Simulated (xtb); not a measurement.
All values below come from GFN2-xTB (xtb).

```
xtb start.xyz --ohess tight --gfn 2 --chrg 0 --uhf 0 --iterations 400

# start.xyz
7

W      0.000000     0.000000     0.000000
Cl     1.341478     1.341198     1.720268
F     -1.002349    -1.015772     1.573580
F     -1.506515     1.497669     0.007141
F      1.002349     1.015772    -1.573580
F      1.506515    -1.497669    -0.007141
F     -1.112816    -1.112585    -1.427041
```

Output:

```
[...]
        38                          0.6602707              17.9669
      -------------------------------------------------------------
                  HL-Gap            0.1732031 Eh            4.7131 eV
             Fermi-level           -0.4098744 Eh          -11.1532 eV


         :::::::::::::::::::::::::::::::::::::::::::::::::::::
         ::                     SUMMARY                     ::
         :::::::::::::::::::::::::::::::::::::::::::::::::::::
         :: total energy             -31.090389396140 Eh    ::
         :: gradient norm              0.000049619482 Eh/a0 ::
         :: HOMO-LUMO gap              4.713096240324 eV    ::
         ::.................................................::
         :: SCC energy               -31.116200434256 Eh    ::
         :: -> isotropic ES           -0.238541004327 Eh    ::
         :: -> anisotropic ES         -0.005573144033 Eh    ::
         :: -> anisotropic XC         -0.009814302759 Eh    ::
         :: -> dispersion             -0.005599394384 Eh    ::
         :: repulsion energy           0.025811038116 Eh    ::
         :: add. restraining           0.000000000000 Eh    ::
         :: total charge              -0.000000000000 e     ::
         :::::::::::::::::::::::::::::::::::::::::::::::::::::

           -------------------------------------------------
          |                Numerical Hessian                |
           -------------------------------------------------
step length          :   0.00500
SCC accuracy         :   0.30000
Hessian scale factor :   1.00000
frozen atoms in %    :   0.00000    0
RMS gradient         :   0.00005
estimated CPU  time      0.01 min
estimated wall time      0.01 min

writing file <hessian>.

 projected vibrational frequencies (cm⁻¹)
eigval :       -0.00    -0.00    -0.00    -0.00     0.00     0.00
eigval :       85.56    85.59   116.33   178.88   178.89   232.08
eigval :      253.77   257.63   257.64   270.23   404.25   410.59
eigval :      436.84   436.88   450.11
           -------------------------------------------------
          |                Property Printout                |
           -------------------------------------------------

    * Orbital Energies and Occupations

         #    Occupation            Energy/Eh            Energy/eV
      -------------------------------------------------------------
         1        2.0000           -1.1863140             -32.2812
       ...           ...                  ...                  ...
        12        2.0000           -0.5871085             -15.9760
        13        2.0000           -0.5871078             -15.9760
        14        2.0000           -0.5855057             -15.9324
        15        2.0000           -0.5828427             -15.8600
        16        2.0000           -0.5828418             -15.8599
        17        2.0000           -0.5817934             -15.8314
        18        2.0000           -0.5780648             -15.7299
        19        2.0000           -0.5639264             -15.3452
        20        2.0000           -0.5606806             -15.2569
        21        2.0000           -0.5606805             -15.2569
        22        2.0000           -0.5131614             -13.9638
        23        2.0000           -0.4964763             -13.5098
        24        2.0000           -0.4964759             -13.5098 (HOMO)
        25                         -0.3232720              -8.7967 (LUMO)
        26                         -0.3232689              -8.7966
        27                         -0.3162358              -8.6052
        28                         -0.0693231              -1.8864
        29                         -0.0204007              -0.5551
        30                         -0.0188940              -0.5141
        31                         -0.0077722              -0.2115
        32                         -0.0077718              -0.2115
        33                          0.1771564               4.8207
        34                          0.2174346               5.9167
        35                          0.3546190               9.6497
       ...                                ...                  ...
        38                          0.6602710              17.9669
      -------------------------------------------------------------
                  HL-Gap            0.1732039 Eh            4.7131 eV
             Fermi-level           -0.4098739 Eh          -11.1532 eV

     #   Z          covCN         q      C6AA      α(0)
     1  74 W        4.660     1.983   301.989    38.328
     2  17 Cl       0.863    -0.182   104.836    15.664
     3   9 F        0.760    -0.355    12.973     4.254
     4   9 F        0.760    -0.355    12.973     4.254
     5   9 F        0.760    -0.355    12.973     4.254
     6   9 F        0.760    -0.355    12.973     4.254
     7   9 F        0.759    -0.379    13.259     4.301

 Mol. C6AA /au·bohr⁶  :       1994.605987
 Mol. C8AA /au·bohr⁸  :     125791.432800
 Mol. α(0) /au        :         75.309055

Wiberg/Mayer (AO) data.
largest (>0.10) Wiberg bond orders for each atom

 ---------------------------------------------------------------------------
     #   Z sym  total        # sym  WBO       # sym  WBO       # sym  WBO
 ---------------------------------------------------------------------------
     1  74 W    5.287 --     2 Cl   1.098     6 F    0.843     3 F    0.843
                             5 F    0.843     4 F    0.843     7 F    0.817
     2  17 Cl   1.369 --     1 W    1.098
     3   9 F    1.071 --     1 W    0.843
     4   9 F    1.071 --     1 W    0.843
     5   9 F    1.071 --     1 W    0.843
     6   9 F    1.071 --     1 W    0.843
     7   9 F    1.046 --     1 W    0.817
 ---------------------------------------------------------------------------

Topologies differ in total number of bonds
Writing topology from bond orders to xtbtopo.mol

molecular dipole:
                 x           y           z       tot (Debye)
 q only:        0.345       0.345       0.443
   full:       -0.039      -0.040      -0.051       0.192
molecular quadrupole (traceless):
                xx          xy          yy          xz          yz          zz
 q only:       -0.053       0.243      -0.052       0.312       0.312       0.104
  q+dip:        0.390      -1.822       0.393      -2.337      -2.336      -0.783
   full:        0.392      -1.828       0.394      -2.345      -2.344      -0.786

           -------------------------------------------------
          |                Geometry Summary                 |
           -------------------------------------------------

      molecular mass/u    :      314.2867309
   center of mass at/Å    :        0.0843593       0.0843067       0.1081654
  moments of inertia/u·Å² :        0.2541252E+03   0.3682045E+03   0.3682099E+03
rotational constants/cm⁻¹ :        0.6633594E-01   0.4578334E-01   0.4578267E-01

 * 6 selected distances

     #   Z          #   Z                                           value/Å
     1  74 W        2  17 Cl                                      2.2640841 (max)
     1  74 W        3   9 F                                       1.8291961
     1  74 W        4   9 F                                       1.8291986
     1  74 W        5   9 F                                       1.8291984
     1  74 W        6   9 F                                       1.8291902 (min)
     1  74 W        7   9 F                                       1.8473172

 * 2 distinct bonds (by element types)

   Z      Z             #   av. dist./Å        max./Å        min./Å
   9 F   74 W           5     1.8328201     1.8473172     1.8291902
Refinement of some symmetry elements was terminated before convergence was reached.
Some symmetry elements may remain unidentified.
Molecule has the following symmetry elements: (C4) (C2) 4*(sigma)
It seems to be the C4v point group
  17 Cl  74 W           1     2.2640841     2.2640841     2.2640841

           -------------------------------------------------
          |               Frequency Printout                |
           -------------------------------------------------
 projected vibrational frequencies (cm⁻¹)
eigval :       -0.00    -0.00    -0.00    -0.00     0.00     0.00
eigval :       85.56    85.59   116.33   178.88   178.89   232.08
eigval :      253.77   257.63   257.64   270.23   404.25   410.59
eigval :      436.84   436.88   450.11
 reduced masses (amu)
   1: 60.48   2: 57.20   3: 88.31   4: 82.17   5:108.01   6: 29.96   7: 24.11   8: 24.11
   9: 19.00  10: 56.48  11: 56.49  12: 63.38  13: 19.00  14: 26.36  15: 26.36  16: 43.59
  17: 19.00  18: 28.97  19: 43.40  20: 43.40  21: 23.06
 IR intensities (km·mol⁻¹)
   1:  0.00   2:  0.00   3:  0.00   4:  0.00   5:  0.00   6:  0.00   7:  0.07   8:  0.07
   9:  0.00  10: 65.89  11: 65.81  12:232.75  13:  0.01  14: 38.82  15: 38.82  16: 25.64
  17:  0.01  18: 60.19  19:126.19  20:126.34  21: 53.82
 Raman intensities (Ä⁴*amu⁻¹)
   1:  0.00   2:  0.00   3:  0.00   4:  0.00   5:  0.00   6:  0.00   7:  0.00   8:  0.00
   9:  0.00  10:  0.00  11:  0.00  12:  0.00  13:  0.00  14:  0.00  15:  0.00  16:  0.00
  17:  0.00  18:  0.00  19:  0.00  20:  0.00  21:  0.00
 output can be read by thermo (or use thermo option).
 writing <g98.out> molden fake output.
 recommended (thermochemical) frequency scaling factor: 1.0
           -------------------------------------------------
          |             Thermodynamic Functions             |
           -------------------------------------------------

c4v symmetry found (for desy threshold:  0.10E+00) used in thermo

          ...................................................
          :                      SETUP                      :
          :.................................................:
          :  # frequencies                          15      :
          :  # imaginary freq.                       0      :
          :  linear?                             false      :
          :  only rotor calc.                    false      :
          :  symmetry                              c4v      :
          :  rotational number                       4      :
          :  scaling factor                  1.0000000      :
          :  rotor cutoff                   50.0000000 cm⁻¹ :
          :  imag. cutoff                  -20.0000000 cm⁻¹ :
          :.................................................:

    mode    ω/cm⁻¹     T·S(HO)/kcal·mol⁻¹    T·S(FR)/kcal·mol⁻¹   T·S(vib)
   ------------------------------------------------------------------------
       1     85.56    -1.12075 ( 89.56%)    -0.89722 ( 10.44%)    -1.09741
       2     85.59    -1.12059 ( 89.57%)    -0.89714 ( 10.43%)    -1.09728
       3    116.33    -0.94229 ( 96.70%)    -0.80627 (  3.30%)    -0.93780
       4    178.88    -0.69770 ( 99.39%)    -0.67885 (  0.61%)    -0.69759
       5    178.89    -0.69764 ( 99.39%)    -0.67882 (  0.61%)    -0.69753
       6    232.08    -0.55539 ( 99.79%)    -0.60174 (  0.21%)    -0.55549
       7    253.77    -0.50812 ( 99.85%)    -0.57527 (  0.15%)    -0.50822
       8    257.63    -0.50023 ( 99.86%)    -0.57080 (  0.14%)    -0.50033
       9    257.64    -0.50021 ( 99.86%)    -0.57079 (  0.14%)    -0.50031
      10    270.23    -0.47547 ( 99.88%)    -0.55666 (  0.12%)    -0.47557
   ------------------------------------------------------------------------

   temp. (K)  partition function   enthalpy   heat capacity  entropy
                                   cal/mol     cal/K/mol   cal/K/mol   J/K/mol
 298.15  VIB   685.                 4543.619     25.167     28.046
         ROT  0.112E+06              888.752      2.981     26.087
         INT  0.768E+08             5432.371     28.147     54.133
         TR   0.539E+28             1481.254      4.968     43.112
         TOT                        6913.6251    33.1156    97.2450   406.8731

       T/K    H(0)-H(T)+PV         H(T)/Eh          T*S/Eh         G(T)/Eh
   ------------------------------------------------------------------------
    298.15    0.110176E-01    0.202561E-01    0.462042E-01   -0.259481E-01
   ------------------------------------------------------------------------

         :::::::::::::::::::::::::::::::::::::::::::::::::::::
         ::                  THERMODYNAMIC                  ::
         :::::::::::::::::::::::::::::::::::::::::::::::::::::
         :: total free energy         -31.116337502515 Eh   ::
         ::.................................................::
         :: total energy              -31.090389396171 Eh   ::
         :: zero point energy           0.009238569737 Eh   ::
         :: G(RRHO) w/o ZPVE           -0.035186676081 Eh   ::
         :: G(RRHO) contrib.           -0.025948106344 Eh   ::
         :::::::::::::::::::::::::::::::::::::::::::::::::::::

optimized geometry written to: xtbopt.xyz

           -------------------------------------------------
          | TOTAL ENERGY              -31.090389396171 Eh   |
          | TOTAL ENTHALPY            -31.070133263492 Eh   |
          | TOTAL FREE ENERGY         -31.116337502515 Eh   |
          | GRADIENT NORM               0.000049437524 Eh/α |
          | HOMO-LUMO GAP               4.713117843065 eV   |
           -------------------------------------------------

------------------------------------------------------------------------
```

Cost: roughly 1.0 core-seconds.
